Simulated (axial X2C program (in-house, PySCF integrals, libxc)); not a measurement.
## Bond lengths and stretching modes, held linear, of OCuO

Calculated with an in-house all-electron X2C program for linear molecules (integrals from PySCF): two-component X2C with atomic mean-field Coulomb and Gaunt terms, Gaussian nuclei, basis O dyall-av3z, Cu dyall-v3z with contracted cores. Spin-free rows use the one-electron spin-free X2C Hamiltonian.

Masses O 15.995, Cu 62.930, O 15.995 u. States: 2c Ω = 5/2 (beyond evenly filled blocks: ω = -1/2, 2 × ω = 3/2); spin-free M_S = 3/2, Λ = 1 (beyond evenly filled blocks: 2 × π+α, π+β, 2 × π-α).

PBE0, 2c: energies above the lowest point

| r(O–Cu) (Å) | r(Cu–O) (Å) | E (meV) |
| --- | --- | --- |
| 1.6731 | 1.6731 | 43.07 |
| 1.6731 | 1.7160 | 18.15 |
| 1.6731 | 1.7589 | 33.04 |
| 1.7160 | 1.6731 | 18.15 |
| 1.7160 | 1.7160 | 0.00 |
| 1.7160 | 1.7589 | 20.58 |
| 1.7160 | 1.8018 | 71.65 |
| 1.7589 | 1.6731 | 33.04 |
| 1.7589 | 1.7160 | 20.58 |
| 1.7589 | 1.7589 | 45.97 |
| 1.8018 | 1.7160 | 71.65 |
| 1.8018 | 1.8018 | 159.21 |

Q: Fit a quadratic surface with cubic terms in each bond: where is the minimum, and what are the two stretching wavenumbers?

A: At PBE0, 2c: bonds 1.714 and 1.714 Å; harmonic stretches 633.0 and 686.0 cm⁻¹; force constants 3.36, 3.36 and coupling 0.42 mdyn/Å.

The other levels and Hamiltonians give:

| Hamiltonian | level | r(O–Cu) (Å) | r(Cu–O) (Å) | lower stretch (cm⁻¹) | upper stretch (cm⁻¹) |
| --- | --- | --- | --- | --- | --- |
| 2c | HF | 1.805 | 1.805 | 600.3 | 723.8 |
| 2c | LDA | 1.689 | 1.689 | 668.5 | 713.2 |
| spin-free | PBE0 | 1.714 | 1.714 | 633.3 | 689.8 |
| spin-free | HF | 1.788 | 1.788 | 599.0 | 747.8 |
| spin-free | LDA | 1.689 | 1.689 | 668.7 | 713.9 |
| spin-free | MP2 | 1.717 | 1.717 | 617.5 | 774.4 |

Each state is one determinant, the lowest of a limited PBE0 search; the stretches come from a fit to these few points and carry an uncertainty of a few per cent. Other orders of the atoms were not compared. Left out for rough or failed fits: MP2 2c. MP2 freezes inner shells (threshold -2 hartree). The molecule was held linear; bending was not examined, so a bent shape may lie lower. Note: functional without a current term on a determinant with orbital currents, of the molecule or an atom. Note: several unpaired electrons, one determinant need not be a pure state.
